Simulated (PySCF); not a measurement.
H₂Si₂, SMILES [Si]=[SiH2] (connectivity only; charge and spin as stated), neutral, multiplicity 1. Atoms are numbered in the order given.

```xyz
4

Si     0.0000     0.0000    -0.9705
Si     0.0000     0.0000     1.2278
H      0.0000    -1.2347    -1.8013
H      0.0000     1.2347    -1.8013
```

Geometry: r2SCAN-D4/def2-TZVP. The isomer is the one that the SMILES or the coordinates give; other isomers of the formula were not compared.

Computed with PySCF with CAM-B3LYP/def2-TZVPD.

Computed frontier levels, gap, dipole moment and polarisability:
| Item | Value |
|---|---|
| highest occupied level | -6.93 eV |
| lowest empty level | -2.34 eV |
| orbital gap | 4.58 eV |
| dipole moment | 0.19 D |
| quadrupole, principal values (traceless, Buckingham form, about the centre of nuclear charge) | -3.74, -0.60, 4.34 D·Å |
| mean static polarisability | 75.5 bohr³ (11.19 Å³) |
| polarisability, principal values | 56.4, 64.9, 105.2 bohr³ |
